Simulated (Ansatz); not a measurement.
Species: chlorosilane, sum formula SiH3Cl, charge 0, multiplicity 1. 
Coordinates optimised at B3LYP-D3(BJ)/def2-TZVP (Ansatz, an electronic-structure program):
```
Si
H 1 1.4758
H 1 1.4758 2 110.45
H 1 1.4758 2 110.45 3 122.47
Cl 1 2.0663 2 108.48 4 118.76
```

Parts of the frozen-core correlation energy in STO-3G (Ansatz, hartree). Frozen orbitals: 10; correlated occupied orbitals by spin: 7 and 7; virtual: 4 and 4. Spin-orbit coupling is left out. Non-relativistic.

```
term                            value
-------------------------  ----------
reference (HF)             -741.97334
MP2 opposite-spin            -0.04345
MP2 same-spin                -0.00162
CCSD correlation             -0.06564
(T)                          -0.00058
FCI minus CCSD(T)            -0.00023
T1 diagnostic                   0.005
largest doubles amplitude       0.073
```
